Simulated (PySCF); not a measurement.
# Exercise with solution: oscillator strength and radiative lifetime

ethylenediamine (C₂H₈N₂), SMILES NCCN.

Geometry optimised at r2SCAN-D4/def2-SVP. One conformer was computed; it need not be the lowest.

PySCF with TDA-CAM-B3LYP/def2-SVPD puts the first singlet state with f over 0.02 at 7.67 eV (vertical), with the transition dipole (0.393, 0.261, 0.000) in atomic units.

Problem. Find the oscillator strength, the wavelength and the radiative lifetime that this transition would have in vacuum if emission retraced absorption.

Solution. 
|μ|² = 0.2226 au, so |μ| = 1.20 D. ΔE = 7.67/27.211 = 0.2819 hartree. f = (2/3) ΔE |μ|² = 0.042 (the program prints 0.042).
λ = 1239.84/7.67 = 162 nm; ν = 61863 cm⁻¹.
Einstein's coefficient A = 0.6670 ν² f s⁻¹ (ν in cm⁻¹) = 1.1e8 s⁻¹, so τ = 1/A = 9.4 ns. This state is S5; the lower singlets have f = 0.012, 0.012, 0.008, 0.003. The figure is the radiative limit of this one transition; relaxation, internal conversion, crossing to triplets and a medium change what is measured.
